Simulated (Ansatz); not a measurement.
`BC1=C(S)C1` + `C[NH][GeH3]` → `B[N](C)[GeH3]` + `SC1=CC1` at 700 K and 1 bar (ligand exchange at a B–C bond).

Isolated molecules relaxed with PBE0-D4/def2-TZVP in Ansatz; ΔE leaves out vibrations. CBS: MP2 limit from def2 TZ/QZ plus the TZ coupled-cluster correction, frozen cores. For Ge outer-core shells are correlated without core-valence functions, which leaves a few kJ/mol of doubt a bond. Scalar relativity is left out up to krypton. Each species was taken in one conformer, which may not be the lowest.

```
        species  CCSD(T)/CBS energy (Eh)  H − E (kJ/mol)  S (J/(mol·K))
   `BC1=C(S)C1`               -539.63170           250.5          431.2
  `C[NH][GeH3]`              -2173.06430           268.1          408.1
`B[N](C)[GeH3]`              -2198.49616           314.6          455.1
      `SC1=CC1`               -514.23842           204.1          375.5
```

H − E and S are ideal-gas, rigid-rotor, harmonic terms from PBE0-D4/def2-TZVP, for one conformer and one mirror image of each species. 1 Eh = 2625.50 kJ/mol, R = 8.31446 J/(mol·K).

Q: By hand: ΔE, ΔH, ΔS and ΔG.

A: ΔE = (-2198.49616) + (-514.23842) − (-539.63170) − (-2173.06430) = -0.03858 Eh = -101.3 kJ/mol. Δ(H − E) = 314.6 + 204.1 − 250.5 − 268.1 = 0.1, so ΔH = -101.2 kJ/mol. ΔS = 455.1 + 375.5 − 431.2 − 408.1 = -8.7 J/(mol·K). ΔG = -101.2 − 700 × (-8.7)/1000 = -95.1 kJ/mol.

Q: By hand: the equilibrium constant, and the temperature at which ΔG would vanish if ΔH and ΔS stayed fixed.

A: log₁₀ K = −ΔG/(RT ln 10) = 7.1. ΔG = 0 at ΔH/ΔS = 11632 K, far beyond where these terms or the molecules hold.

The number of gas molecules stays the same, so ΔS is small and ΔH decides. A doubt of 5 kJ/mol in ΔE shifts log₁₀ K by 0.4 here. Other conformers and mirror images would add mixing entropy, several J/(mol·K) or more a flexible species. These are equilibria of isolated gas molecules and say nothing of rates. Largest T1 diagnostic: 0.013 (customary marks: 0.02 for closed shells, 0.045 for open ones).
